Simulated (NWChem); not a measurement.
Species: TiNH3O2; SMILES [NH]=[Ti]([OH])[OH]

```xyz
7

Ti    -0.0199     0.0001    -0.1564
N     -1.6655     0.0187     0.0762
H     -2.6609     0.0300     0.2897
O      0.8676     1.5644     0.0809
H      0.5772     2.4515     0.3063
O      0.8320    -1.5838     0.0808
H      0.5216    -2.4641     0.3061
```
Atoms are numbered in this order, from 1.

Level: PBE0/def2-SVP (NWChem), optimised geometry, unscaled harmonic frequencies. 

Problem. List the harmonic frequencies with IR intensities, and the thermochemistry.

Solution. 
```tsv
frequency (cm⁻¹)	IR intensity (km/mol)
72	9.7
206	5.5
207	17.6
364	259.4
459	238.6
464	9.9
517	167.2
526	12.6
607	257.8
716	91.2
822	250.5
1070	181.6
3631	80.6
3952	290.3
3955	10.6
```

```
Quantity                                                                           Result
-----------------------------------------------------------------------  ----------------
zero-point energy                                                           25.1 kcal/mol
thermal correction to the enthalpy at 298.15 K (with zero-point energy)     29.7 kcal/mol
heat capacity Cv                                                         20.9 cal/(mol K)
entropy at 298.15 K and 1 atm (symmetry number 1)                        78.0 cal/(mol K)
dipole moment                                                                      1.42 D
```

Rigid rotor and harmonic oscillator; modes under 100 cm⁻¹ make the entropy uncertain.
